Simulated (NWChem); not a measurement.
# C$_{3}$H$_{2}$IN; SMILES C(#N)/C=C\I

```xyz
7

N      1.2241     2.9993     0.0000
C      0.1861     2.4486     0.0000
C     -1.0915     1.8193     0.0000
C     -1.3148     0.4832     0.0000
I      0.1709    -0.9825     0.0000
H     -1.9692     2.4899     0.0000
H     -2.3380     0.0791     0.0000
```
Atoms are numbered in this order, from 1.

Results from NWChem. The geometry was optimised at PBE-D3(BJ)/def2-SVP. def2 effective core potentials on I; no spin-orbit coupling. Vertical excitations in the gas phase; the lowest state need not have the same character in each row.

| level | lowest excitation, singlet (eV) | oscillator strength of that lowest state | lowest state with f > 0.02, singlet (eV) | orbital gap (eV) |
|---|---|---|---|---|
| PBE/def2-SVP, TDA | 3.98 | 0.000 | 4.55 | 3.62 |
| B3LYP/def2-SVP, TDA | [?] | 0.000 | [?] | [?] |
| BHandHLYP/def2-SVP, TDA | 5.16 | 0.003 | 5.52 | 7.52 |

**Question.** Complete the blanks.

**Answer.** 
- B3LYP/def2-SVP, TDA, lowest excitation, singlet (eV): 4.53
- B3LYP/def2-SVP, TDA, lowest state with f > 0.02, singlet (eV): 4.94
- B3LYP/def2-SVP, TDA, orbital gap (eV): 5.15
